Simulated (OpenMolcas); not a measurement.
# Mn5+, Tc5+, Re5+: d² down the group

```yaml
Program: OpenMolcas
Method: SS-CASPT2, IPEA 0.25 Eh, imaginary shift 0.1 Eh
Basis: ANO-RCC-VTZP
Scalar_Hamiltonian: DKH2, point nucleus
Spin-orbit_coupling: state interaction with AMFI integrals over the reference wave functions, term energies averaged over their components
```

Active space for each ion: 2 electrons in 10 orbitals (d d); closed shells correlated by CASPT2: Mn5+ 3s 3p; Tc5+ 4s 4p; Re5+ 5s 5p.

Computed levels in cm-1 above ³F₂:

```tsv
Level	Mn5+	Tc5+	Re5+
³F₃	760	2100	8360
³F₄	1716	4420	15010
¹D₂	15600	11710	16750
³P₀	18750	13100	14990
³P₁	19020	13960	19820
³P₂	19610	16010	28190
¹G₄	26430	19310	27520
¹S₀	61220	43530	51480
weight of ³F in the lowest level (%)	100	98	88
```

Mixed levels, with the weight of the term that names them: Re5+ ¹D₂ (54 %), Re5+ ³P₂ (63 %).

Measured, with the error of the calculation in %. Measured levels: Mn5+ from Corliss and Sugar, J. Phys. Chem. Ref. Data 6, 1253 (1977).

| Level | Mn5+ |
| --- | --- |
| ³F₃ | 746 (+1.8) |
| ³F₄ | 1669 (+2.8) |
| ¹D₂ | 15336 (+1.7) |
| ³P₀ | 17782 (+5.4) |
| ³P₁ | 18057 (+5.3) |
| ³P₂ | 18628 (+5.3) |
| ¹G₄ | 25511 (+3.6) |

The fine-structure level ³F₄ changes by a factor of 8.75 from Mn5+ to Re5+.

Without spin-orbit coupling ¹D lies 14680, 9570, 8460 cm-1 above ³F in that order; the difference to the level ¹D₂, of either sign, comes from spin-orbit coupling, which also lowers the zero.

Term energies are means over components that CASPT2 splits; among the terms shown or strongly mixed into the levels shown the widest spread is 700 cm-1 (3d² ¹G, Mn5+). Active for correlation alone: 4d; no level in the range computed is led by a configuration that fills it, so any true level of that kind is missing (holds for Mn5+). Active for correlation alone: 5d; no level in the range computed is led by a configuration that fills it, so any true level of that kind is missing (holds for Tc5+). Active for correlation alone: 6d; no level in the range computed is led by a configuration that fills it, so any true level of that kind is missing (holds for Re5+). Computed and measured levels are paired by configuration, term and J; levels that our copy of the source lacks, or whose pairing is in doubt (as where it misses far off the trend of its configuration), stay unpaired and out of the deviations. Levels of configurations outside the active space are missing.
